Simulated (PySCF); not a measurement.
PySCF job for CH₇Si₂, SMILES [SiH2]C[SiH3] (connectivity only; charge and spin as stated), charge +1, multiplicity 1, PBE0-D3(BJ)/def2-SVP. Geometry: PBE0-D3(BJ)/def2-SVP. The multiplicity is an assumed one; other spin states were not compared. The isomer is the one that the SMILES or the coordinates give; other isomers of the formula were not compared.

```python
import numpy as np
from pyscf import gto, scf, dft, df
from pyscf.hessian import thermo

mol = gto.M(
    atom='''
    Si    0.16909366    1.57459196    0.00000000
    C    -0.86013117    0.11521360    0.00000000
    Si    0.22143630   -1.53682928   -0.00000000
    H     0.66467430    2.16472064    1.26392509
    H     0.66467429    2.16472064   -1.26392509
    H    -1.47875525    0.04411519   -0.91105366
    H    -1.47875525    0.04411518    0.91105366
    H    -0.79454405   -2.61743198    0.00000000
    H     1.05803677   -1.51009945   -1.22814789
    H     1.05803676   -1.51009945    1.22814790
    ''',
    basis='def2-SVP',
    charge=1,
    spin=0,
    max_memory=1600,
    verbose=3,
)
mf = dft.RKS(mol, xc='pbe0').density_fit(auxbasis='def2-universal-jkfit')
mf.disp = 'd3bj'
mf.grids.level = 3
mf.conv_tol = 1e-11
mf.max_cycle = 100
mf.kernel()

# [left out here: the lines that compute and print the analytic Hessian (its translational invariance restored by hand, since the grid's response is missing), thermochemistry and intensities]
```

It prints:

```
converged SCF energy = -620.477618320893

WARN: DFTD3 does not support analytical Hessian, using finite difference


WARN: Mole.unit (angstrom) is changed to Bohr

Mode                                 0                   1                   2
Irrep
Freq [cm^-1]                       76.6510            124.4492            181.4580
Reduced mass [au]                   1.1007              4.0795              1.0995
Force const [Dyne/A]                0.0038              0.0372              0.0213
Char temp [K]                     110.2837            179.0548            261.0777
Normal mode                   x     y     z       x     y     z       x     y     z
       0  Si                -0.00  0.00  0.03    0.03 -0.10  0.00    0.00 -0.00 -0.01
       1   C                 0.00 -0.00 -0.08   -0.12  0.01 -0.00   -0.00  0.00  0.08
       2  Si                -0.00 -0.00  0.00    0.02  0.10  0.00    0.00  0.00 -0.02
       3   H                -0.15 -0.01  0.09    0.12 -0.19  0.00   -0.46  0.46 -0.04
       4   H                 0.15  0.01  0.09    0.12 -0.19 -0.00    0.46 -0.46 -0.04
       5   H                 0.05 -0.00 -0.11   -0.11 -0.00 -0.00    0.06 -0.05  0.03
       6   H                -0.05  0.00 -0.11   -0.11 -0.00  0.00   -0.06  0.05  0.03
       7   H                -0.00 -0.00  0.56    0.13 -0.00  0.00    0.00 -0.00 -0.08
       8   H                -0.35 -0.26 -0.24    0.03  0.18  0.01   -0.04  0.10 -0.05
       9   H                 0.35  0.26 -0.24    0.03  0.18 -0.01    0.04 -0.10 -0.05
Mode                                 3                   4                   5
Irrep
Freq [cm^-1]                      497.6530            539.5519            551.6777
Reduced mass [au]                   1.0331              4.0139              1.0749
Force const [Dyne/A]                0.1507              0.6885              0.1928
Char temp [K]                     716.0119            776.2950            793.7415
Normal mode                   x     y     z       x     y     z       x     y     z
       0  Si                -0.00 -0.00 -0.03    0.00 -0.05 -0.00    0.00  0.00 -0.03
       1   C                 0.00 -0.00 -0.01    0.15 -0.11  0.00   -0.00  0.00  0.02
       2  Si                -0.00  0.00 -0.01   -0.06  0.09  0.00    0.00 -0.00  0.04
       3   H                -0.34 -0.25  0.22   -0.23  0.13  0.01   -0.10 -0.28  0.14
       4   H                 0.34  0.25  0.22   -0.23  0.13 -0.01    0.10  0.28  0.14
       5   H                -0.38 -0.11  0.26    0.15 -0.07 -0.00    0.16 -0.22 -0.07
       6   H                 0.38  0.11  0.26    0.15 -0.07  0.00   -0.16  0.22 -0.07
       7   H                -0.00  0.00  0.03    0.02  0.01 -0.00    0.00 -0.00 -0.19
       8   H                 0.11 -0.12  0.07   -0.03  0.07  0.02   -0.27  0.40 -0.15
       9   H                -0.11  0.12  0.07   -0.03  0.07 -0.02    0.27 -0.40 -0.15
Mode                                 6                   7                   8
Irrep
Freq [cm^-1]                      568.9304            729.8000            817.9611
Reduced mass [au]                   1.1349              1.3933              1.4497
Force const [Dyne/A]                0.2164              0.4372              0.5715
Char temp [K]                     818.5641           1050.0197           1176.8639
Normal mode                   x     y     z       x     y     z       x     y     z
       0  Si                 0.03  0.02 -0.00    0.03 -0.06 -0.00   -0.00 -0.00 -0.03
       1   C                -0.03 -0.02  0.00   -0.06  0.09  0.00    0.00  0.00  0.15
       2  Si                -0.03 -0.04 -0.00    0.03 -0.01 -0.00    0.00 -0.00 -0.04
       3   H                -0.09  0.15 -0.01   -0.44  0.31  0.01   -0.09 -0.22  0.10
       4   H                -0.09  0.15  0.01   -0.44  0.31 -0.01    0.09  0.22  0.10
       5   H                -0.06  0.17  0.00   -0.03  0.15 -0.03    0.38 -0.02 -0.12
       6   H                -0.06  0.17 -0.00   -0.03  0.15  0.03   -0.38  0.02 -0.12
       7   H                 0.50 -0.53  0.00   -0.14  0.15  0.00   -0.00  0.00  0.16
       8   H                 0.02  0.33  0.03    0.02 -0.09 -0.01    0.18 -0.23  0.08
       9   H                 0.02  0.33 -0.03    0.02 -0.09  0.01   -0.18  0.23  0.08
Mode                                 9                  10                  11
Irrep
Freq [cm^-1]                      837.3904            901.2371            917.7635
Reduced mass [au]                   2.1550              1.1008              1.0347
Force const [Dyne/A]                0.8903              0.5268              0.5135
Char temp [K]                    1204.8183           1296.6795           1320.4573
Normal mode                   x     y     z       x     y     z       x     y     z
       0  Si                 0.06  0.05 -0.00   -0.01 -0.00 -0.00    0.00  0.00  0.00
       1   C                -0.12 -0.12  0.00    0.02  0.06  0.00   -0.00  0.00 -0.01
       2  Si                -0.01  0.03 -0.00   -0.01  0.03  0.00    0.00 -0.00 -0.03
       3   H                -0.02  0.20 -0.03   -0.12 -0.22  0.14    0.01  0.00 -0.01
       4   H                -0.02  0.20  0.03   -0.12 -0.22 -0.14   -0.01 -0.00 -0.01
       5   H                -0.11 -0.32  0.00    0.02  0.07 -0.00   -0.03  0.01  0.00
       6   H                -0.11 -0.32 -0.00    0.02  0.07  0.00    0.03 -0.01  0.00
       7   H                 0.06 -0.04  0.00    0.37 -0.34 -0.00    0.00 -0.00  0.73
       8   H                 0.05 -0.22  0.03    0.13 -0.46  0.08    0.19  0.41  0.12
       9   H                 0.05 -0.22 -0.03    0.13 -0.46 -0.08   -0.19 -0.41  0.12
Mode                                12                  13                  14
Irrep
Freq [cm^-1]                      925.7978            933.3755           1002.1591
Reduced mass [au]                   1.1205              1.0389              1.0517
Force const [Dyne/A]                0.5658              0.5333              0.6223
Char temp [K]                    1332.0169           1342.9196           1441.8838
Normal mode                   x     y     z       x     y     z       x     y     z
       0  Si                -0.03 -0.03  0.00   -0.00  0.00 -0.00   -0.00  0.00 -0.03
       1   C                 0.01 -0.06 -0.00   -0.00 -0.00 -0.00    0.00  0.00  0.02
       2  Si                 0.01  0.02 -0.00   -0.03 -0.01 -0.00   -0.00 -0.00  0.02
       3   H                 0.29  0.29 -0.26   -0.01 -0.03  0.02   -0.13 -0.10  0.07
       4   H                 0.29  0.29  0.26   -0.01 -0.03 -0.02    0.13  0.10  0.07
       5   H                -0.09  0.38  0.02   -0.02  0.01  0.01   -0.02  0.65 -0.02
       6   H                -0.09  0.38 -0.02   -0.02  0.01 -0.01    0.02 -0.65 -0.02
       7   H                 0.03 -0.01  0.00   -0.18  0.14  0.00   -0.00 -0.00 -0.04
       8   H                 0.06 -0.22  0.03    0.54  0.12  0.38   -0.08  0.10 -0.03
       9   H                 0.06 -0.22 -0.03    0.54  0.12 -0.38    0.08 -0.10 -0.03
Mode                                15                  16                  17
Irrep
Freq [cm^-1]                     1009.7427           1355.1633           2267.5465
Reduced mass [au]                   1.4261              1.1287              1.0157
Force const [Dyne/A]                0.8567              1.2212              3.0771
Char temp [K]                    1452.7949           1949.7782           3262.4945
Normal mode                   x     y     z       x     y     z       x     y     z
       0  Si                -0.02 -0.04 -0.00    0.00 -0.01 -0.00   -0.00 -0.00 -0.00
       1   C                 0.02  0.14  0.00    0.09  0.04 -0.00   -0.00 -0.00  0.00
       2  Si                -0.02 -0.00 -0.00    0.00 -0.00  0.00    0.01 -0.01 -0.00
       3   H                 0.17  0.25 -0.22   -0.03  0.02 -0.01    0.01  0.01  0.02
       4   H                 0.17  0.25  0.22   -0.03  0.02  0.01    0.01  0.01 -0.02
       5   H                 0.16 -0.38 -0.05   -0.51 -0.12  0.41   -0.00  0.00  0.00
       6   H                 0.16 -0.38  0.05   -0.51 -0.12 -0.41   -0.00  0.00 -0.00
       7   H                 0.15 -0.16  0.00    0.01 -0.01 -0.00    0.32  0.32 -0.00
       8   H                 0.05 -0.01  0.05   -0.01  0.00 -0.01   -0.35 -0.02  0.52
       9   H                 0.05 -0.01 -0.05   -0.01  0.00  0.01   -0.35 -0.02 -0.52
Mode                                18                  19                  20
Irrep
Freq [cm^-1]                     2288.9991           2300.3312           2302.7263
Reduced mass [au]                   1.0535              1.0293              1.0535
Force const [Dyne/A]                3.2523              3.2092              3.2912
Char temp [K]                    3293.3600           3309.6644           3313.1104
Normal mode                   x     y     z       x     y     z       x     y     z
       0  Si                 0.00  0.00  0.00    0.02  0.02  0.00    0.00  0.00  0.00
       1   C                -0.00  0.00  0.00   -0.00 -0.00 -0.00   -0.00 -0.00  0.00
       2  Si                 0.00  0.00 -0.04   -0.01 -0.00  0.00    0.03  0.02  0.00
       3   H                -0.01 -0.01 -0.01   -0.23 -0.27 -0.59   -0.04 -0.05 -0.10
       4   H                 0.01  0.01 -0.01   -0.23 -0.27  0.59   -0.04 -0.05  0.10
       5   H                 0.00 -0.00 -0.00    0.00  0.00 -0.00    0.00  0.00  0.00
       6   H                -0.00  0.00 -0.00    0.00  0.00  0.00    0.00  0.00 -0.00
       7   H                -0.00 -0.00 -0.02    0.11  0.12 -0.00   -0.58 -0.62  0.00
       8   H                -0.39 -0.01  0.57    0.02 -0.00 -0.03   -0.17  0.00  0.26
       9   H                 0.39  0.01  0.57    0.02 -0.00  0.03   -0.17  0.00 -0.26
Mode                                21                  22                  23
Irrep
Freq [cm^-1]                     2344.3490           3072.8063           3165.8472
Reduced mass [au]                   1.0586              1.0567              1.1095
Force const [Dyne/A]                3.4278              5.8785              6.5515
Char temp [K]                    3372.9963           4421.0842           4554.9493
Normal mode                   x     y     z       x     y     z       x     y     z
       0  Si                 0.00  0.00 -0.04   -0.00 -0.00  0.00   -0.00 -0.00  0.00
       1   C                -0.00 -0.00  0.00    0.06  0.01  0.00   -0.00 -0.00  0.09
       2  Si                 0.00 -0.00 -0.00    0.00  0.00 -0.00    0.00 -0.00  0.00
       3   H                 0.23  0.27  0.59   -0.00 -0.00 -0.00    0.00 -0.00 -0.00
       4   H                -0.23 -0.27  0.59   -0.00 -0.00  0.00   -0.00  0.00 -0.00
       5   H                -0.00 -0.00 -0.00   -0.38 -0.05 -0.57   -0.38 -0.05 -0.55
       6   H                 0.00  0.00 -0.00   -0.38 -0.05  0.57    0.38  0.05 -0.55
       7   H                 0.00  0.00  0.00   -0.00  0.00 -0.00    0.00  0.00 -0.00
       8   H                -0.01 -0.00  0.01   -0.00  0.00  0.00    0.00 -0.00 -0.00
       9   H                 0.01  0.00  0.01   -0.00  0.00 -0.00   -0.00  0.00 -0.00
temperature 298.1500 [K]
pressure 101325.00 [Pa]
Rotational constants [GHz] 18.59898 3.06267 2.86633
Symmetry number 1
Zero-point energy (ZPE) 0.06769 [Eh]   177725.403 [J/mol]
                           tot       elec      trans        rot        vib
Entropy [J/mol/K]       321.852      0.000    162.632    104.979     54.241
Cv [J/mol/K]             88.441      0.000     12.472     12.472     63.498
Cp [J/mol/K]             96.755      0.000     20.786     12.472     63.498
Internal energy [J/mol]                      3718.434   3718.434 186583.171
Internal energy [Eh]   -620.40372  -620.47762
Enthalpy [J/mol]                             6197.391   3718.434 186583.171
Enthalpy [Eh]          -620.40278
Gibbs free energy [J/mol]                  -42291.204 -27581.147 170411.319
Gibbs free energy [Eh] -620.43933
static polarisability / bohr^3: [[47.316  6.333  0.   ]
 [ 6.337 71.867 -0.   ]
 [-0.    -0.    50.711]]
largest difference of analytic and finite-field dipole derivatives / e: 0.003508743938322567
mode   freq/cm-1   IR/(km/mol)   Raman/(A^4/amu)   depolarisation
   1       76.65         0.012             0.349            0.750
   2      124.45         8.466             0.995            0.718
   3      181.46         0.324             6.983            0.750
   4      497.65         5.721             2.138            0.750
   5      539.55        54.768            31.369            0.113
   6      551.68         0.815             7.054            0.750
   7      568.93         8.827             4.199            0.420
   8      729.80        86.655             1.361            0.750
   9      817.96        97.609             3.103            0.750
  10      837.39        74.526            23.788            0.219
  11      901.24       194.784            11.091            0.690
  12      917.76        23.035            20.989            0.750
  13      925.80        55.671             2.823            0.729
  14      933.38        33.689            16.487            0.733
  15     1002.16         2.099             3.327            0.750
  16     1009.74       195.573             5.763            0.202
  17     1355.16        15.726             4.779            0.481
  18     2267.55        18.013           223.550            0.006
  19     2289.00        44.348            57.255            0.750
  20     2300.33         4.334           234.619            0.087
  21     2302.73        19.208           171.322            0.628
  22     2344.35         5.973            68.793            0.750
  23     3072.81        28.237            82.093            0.139
  24     3165.85        33.788            55.400            0.750
max |gradient| / (hartree/bohr): 5.953170601584497e-06
APT charges: [ 1.2196 -0.8108  1.0852 -0.103  -0.103   0.1326  0.1326 -0.1645 -0.1943
 -0.1943]
```

The run converged.

Cost: about 110 core-seconds (a rough figure).
